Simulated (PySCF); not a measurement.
Species: C4H7NS2Si.
Atom-mapped SMILES: `[N:1]#[C:2][C@@H:3]1[S:4][C@@H:5]1[CH2:6][S:7][SiH3:8]`

NICS = −σ at a ghost point: NICS(0) at the centroid of the ring atoms, NICS(1) 1 Å to either side along the normal of their mean plane, zz for the tensor component along that normal. Level: GIAO PBE0/pcSseg-1 (PySCF, non-relativistic, gas phase) on the GFN2-xTB geometry, one conformer.

Ring bond lengths (Å), with Mayer bond orders in brackets: C3–S4 1.821 (0.95), S4–C5 1.806 (0.95), C5–C3 1.494 (0.92).

Give the NICS values of each ring in ppm.

| ring | type | NICS(0) | NICS(1), two faces | NICS(1)zz, two faces | rms pucker (Å) | centre to ring atoms, mean (Å) |
| --- | --- | --- | --- | --- | --- | --- |
| C3–S4–C5 | 3-membered ring with S; formal bonds all single | -47.4 | -8.3 / -8.9 | -18.7 / -24.5 | 0.00 | 0.99 |

What do they say, and how far can they be read as aromaticity?

- C3–S4–C5: mean NICS(1)zz -21.6 ppm, shielded. C3, C5 have four or more neighbours, and the NICS criterion for π rings isn't applied. The two faces differ by 5.8 ppm, so no symmetry operation interchanges them. NICS(0) lies 39 ppm below the mean NICS(1).

List the ring angles and the Hirshfeld charges of the ring atoms.

- C3–S4–C5: C3 65.2° (-0.012 e), S4 48.6° (0.000 e), C5 66.2° (-0.021 e); sum 180.0° against 180° for a flat convex ring.

What are the shieldings of the ring atoms and their hydrogens in the same run (means over atoms taken as equivalent)?

```
  atoms                 environment  σ isotropic (ppm)  principal values of the symmetric part, first atom (ppm)
     C3  sp3 carbon bound to sulfur              164.6                                       137.9, 163.9, 192.2
     S4              sulfide sulfur              557.1                                        80.2, 625.5, 965.7
     C5  sp3 carbon bound to sulfur              141.6                                        99.6, 153.9, 171.3
H on C3            methine hydrogen              28.60                                          21.7, 25.2, 39.0
H on C5            methine hydrogen              28.42                                          21.3, 27.3, 36.6
```

Shape of the structure used: `[N:1]#[C:2][C@@H:3]1[S:4][C@@H:5]1[CH2:6][S:7][SiH3:8]`: S4–C5–C6–S7 -159°, C5–C6–S7–Si8 137°.
